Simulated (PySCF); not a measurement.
Sb(OH)(TeH)2 (H3OSbTe2), SMILES [OH][Sb]([TeH])[TeH].

Geometry: r2SCAN-D4/def2-SVP. The structure was generated by enumeration; whether it is a known compound was not checked. The def2 effective core potentials stand for the cores of Sb, Te; spin–orbit coupling is left out. The values are those of a single conformer.

The numbers are results of PySCF with CAM-B3LYP/def2-TZVP, not measurements.

Gas-phase values at a fixed geometry.

Question: Estimate the frontier levels, gap, dipole moment and polarisability. (The exact figures need the calculation; the answer reports its results.)

Answer: 
The highest occupied level is -7.51 eV and the lowest empty level is -1.24 eV. The orbital gap is 6.27 eV, the dipole moment is 1.53 D and the quadrupole, principal values (traceless, Buckingham form, about the centre of nuclear charge) is -10.29, 3.62, 6.67 D·Å. The mean static polarisability comes out as 131.0 bohr³ (19.41 Å³). The polarisability, principal values is 96.1, 119.0, 177.8 bohr³.
